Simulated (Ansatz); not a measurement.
ClFH2NSTa, SMILES `[NH2][Ta]([F])(=[S])[Cl]`, relaxed with RKS PBE0-D4/def2-TZVP in Ansatz from a PBE-D4/def2-SVP geometry. The force threshold is 0.005 eV/Å; the program also tests the step.

The species carries charge 0 and has multiplicity 1. Ta takes the def2 core potential.

Start:

```xyz
7

N     0.784   -0.646   -0.694
Ta   -0.399    0.438    0.431
F     0.540    1.952    1.071
S    -0.933   -0.893    2.063
Cl   -2.286    1.038   -0.779
H     1.058   -1.623   -0.555
H     1.235   -0.266   -1.537
```

```csv
step,energy (eV),largest force (eV/Å),largest move (Å)
1,-29146.2484,0.695,0.000
2,-29146.2794,0.582,0.055
3,-29146.2879,0.099,0.016
4,-29146.2881,0.034,0.005
5,-29146.2882,0.014,0.003
6,-29146.2882,0.006,0.002
7 (rejected),-29146.2882,0.003,0.003
8,-29146.2882,0.001,0.002
```

End:

```xyz
7

N     0.785   -0.640   -0.696
Ta   -0.397    0.416    0.432
F     0.513    1.930    1.046
S    -0.928   -0.888    2.058
Cl   -2.250    1.050   -0.765
H     1.054   -1.600   -0.545
H     1.223   -0.268   -1.530
```

It took 11 s on 4 threads of an AMD EPYC 9R45 on a shared host, with 0.58 GiB of host memory at the peak.
